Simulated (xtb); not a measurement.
BrZn, doublet, from a rough starting geometry (GFN-xTB shapes and energies of metal compounds can be far from the true ones) (the spin is typed, not shown lowest); GFN2-xTB (xtb).

The xtb input:
```
$ xtb mol.xyz --gfn 2 --uhf 1 --opt vtight --json

# file mol.xyz
2

Zn    -0.82720066    -0.67444065    -0.70702365
Br     0.79481429     0.68704135     0.70583356
```

Predict the main parts of the log of this xtb run.


```
   ID    Z sym.   atoms
    1   30 Zn     1
    2   35 Br     2

           -------------------------------------------------
          |                Calculation Setup                |
           -------------------------------------------------

           -------------------------------------------------
          |                 G F N 2 - x T B                 |
           -------------------------------------------------

          ...................................................
          :                      SETUP                      :
          :.................................................:
          :  # basis functions                  14          :
          :  # atomic orbitals                  13          :
          :  # shells                            5          :
          :  # electrons                         9          :
          :  max. iterations                   250          :
          :  Hamiltonian                  GFN2-xTB          :
          :  restarted?                      false          :
          :  GBSA solvation                  false          :
          :  PC potential                    false          :
          :  electronic temp.          300.0000000     K    :
          :  accuracy                    1.0000000          :
          :  -> integral cutoff          0.2500000E+02      :
          :  -> integral neglect         0.1000000E-07      :
          :  -> SCF convergence          0.1000000E-05 Eh   :
          :  -> wf. convergence          0.1000000E-03 e    :
          :  Broyden damping             0.4000000          :
          :  net charge                          0          :
          :  unpaired electrons                  1          :
          ...................................................

 iter      E             dE          RMSdq      gap      omega  full diag
   1     -4.5797175 -0.457972E+01  0.159E+01    5.41       0.0  T
   2     -4.5661308  0.135867E-01  0.649E+00    6.48       1.0  T
   3     -4.6053763 -0.392456E-01  0.841E+00    6.07       1.0  T
   4     -4.6497577 -0.443814E-01  0.134E+00    6.70       1.0  T
   5     -4.6498206 -0.628981E-04  0.106E+00    6.71       1.0  T
   6     -4.6498601 -0.394823E-04  0.542E-01    6.68       1.0  T
   7     -4.6496345  0.225618E-03  0.640E-01    6.64       1.0  T
   8     -4.6500796 -0.445101E-03  0.935E-02    6.67       1.0  T
   9     -4.6500719  0.764156E-05  0.911E-02    6.67       1.0  T
  10     -4.6500801 -0.818635E-05  0.393E-03    6.68      18.0  T
  11     -4.6500801  0.322839E-08  0.204E-03    6.68      34.7  T
  12     -4.6500801 -0.370114E-08  0.169E-04    6.68     417.8  T
  13     -4.6500801  0.311697E-10  0.203E-04    6.68     348.8  T

   *** convergence criteria satisfied after 13 iterations ***

         :::::::::::::::::::::::::::::::::::::::::::::::::::::
         ::                     SUMMARY                     ::
         :::::::::::::::::::::::::::::::::::::::::::::::::::::
         :: total energy              -4.649717892146 Eh    ::
         :: gradient norm              0.010172938636 Eh/a0 ::
         :: HOMO-LUMO gap              6.678170393413 eV    ::
         ::.................................................::
         :: SCC energy                -4.650080120320 Eh    ::
         :: -> isotropic ES            0.030090410932 Eh    ::
         :: -> anisotropic ES          0.002092139161 Eh    ::
         :: -> anisotropic XC         -0.002449967888 Eh    ::
         :: -> dispersion             -0.001087007708 Eh    ::
         :: repulsion energy           0.000362228174 Eh    ::
         :: add. restraining           0.000000000000 Eh    ::
         :: total charge               0.000000000555 e     ::
         :::::::::::::::::::::::::::::::::::::::::::::::::::::

      -----------------------------------------------------------
     |                   =====================                   |
[...]
 * total energy  :    -4.6497179 Eh     change       -0.3812506E-10 Eh
 * total energy  :    -4.6498472 Eh     change       -0.1293328E-03 Eh
 * total energy  :    -4.6504430 Eh     change       -0.5957714E-03 Eh
 * total energy  :    -4.6504553 Eh     change       -0.1231234E-04 Eh
 * total energy  :    -4.6504564 Eh     change       -0.1092117E-05 Eh
 * total energy  :    -4.6504564 Eh     change       -0.4058105E-09 Eh
   *** GEOMETRY OPTIMIZATION CONVERGED AFTER 6 ITERATIONS ***
         :: total energy              -4.650456401421 Eh    ::
[...]
         :: gradient norm              0.000000017175 Eh/a0 ::
         :: HOMO-LUMO gap              6.720109139660 eV    ::
         ::.................................................::
         :: SCC energy                -4.651277900218 Eh    ::
         :: -> isotropic ES            0.030038217109 Eh    ::
         :: -> anisotropic ES          0.002178515676 Eh    ::
         :: -> anisotropic XC         -0.003687969683 Eh    ::
         :: -> dispersion             -0.001071427897 Eh    ::
         :: repulsion energy           0.000821498797 Eh    ::
         :: add. restraining           0.000000000000 Eh    ::
         :: total charge               0.000000000063 e     ::
         :::::::::::::::::::::::::::::::::::::::::::::::::::::

           -------------------------------------------------
          |                Property Printout                |
           -------------------------------------------------

    * Orbital Energies and Occupations

         #    Occupation            Energy/Eh            Energy/eV
      -------------------------------------------------------------
         1        2.0000           -0.8292339             -22.5646
         2        2.0000           -0.4669659             -12.7068
         3        2.0000           -0.4139819             -11.2650
         4        2.0000           -0.4139819             -11.2650
         5        1.0000           -0.3693635             -10.0509 (HOMO)
         6                         -0.1224041              -3.3308 (LUMO)
         7                         -0.1224041              -3.3308
         8                          0.0494325               1.3451
         9                          0.0494325               1.3451
        10                          0.0500708               1.3625
        11                          0.0542227               1.4755
        12                          0.0542227               1.4755
        13                          0.4692982              12.7703
      -------------------------------------------------------------
                  HL-Gap            0.2469595 Eh            6.7201 eV
             Fermi-level           -0.3186199 Eh           -8.6701 eV

     #   Z          covCN         q      C6AA      α(0)
     1  30 Zn       0.777     0.251   308.362    41.836
     2  35 Br       0.777    -0.251   191.593    22.316

 Mol. C6AA /au·bohr⁶  :        957.572745
 Mol. C8AA /au·bohr⁸  :      68290.344628
 Mol. α(0) /au        :         64.152406

Wiberg/Mayer (AO) data.
largest (>0.10) Wiberg bond orders for each atom

 ---------------------------------------------------------------------------
     #   Z sym  total        # sym  WBO       # sym  WBO       # sym  WBO
 ---------------------------------------------------------------------------
     1  30 Zn   1.010 --     2 Br   1.010
     2  35 Br   1.010 --     1 Zn   1.010
 ---------------------------------------------------------------------------

Topologies differ in total number of bonds
Writing topology from bond orders to xtbtopo.mol

molecular dipole:
                 x           y           z       tot (Debye)
 q only:       -0.739      -0.621      -0.644
   full:       -1.102      -0.925      -0.960       4.398
molecular quadrupole (traceless):
                xx          xy          yy          xz          yz          zz
 q only:        0.052       0.015      -0.038       0.031      -0.010      -0.014
  q+dip:       -0.330      -1.889       0.209      -1.938      -1.681       0.121
   full:       -0.442      -2.416       0.282      -2.485      -2.140       0.161

optimized geometry written to: xtbopt.xyz

           -------------------------------------------------
          | TOTAL ENERGY               -4.650456401421 Eh   |
          | GRADIENT NORM               0.000000017175 Eh/α |
          | HOMO-LUMO GAP               6.720109139660 eV   |
           -------------------------------------------------

normal termination of xtb
```
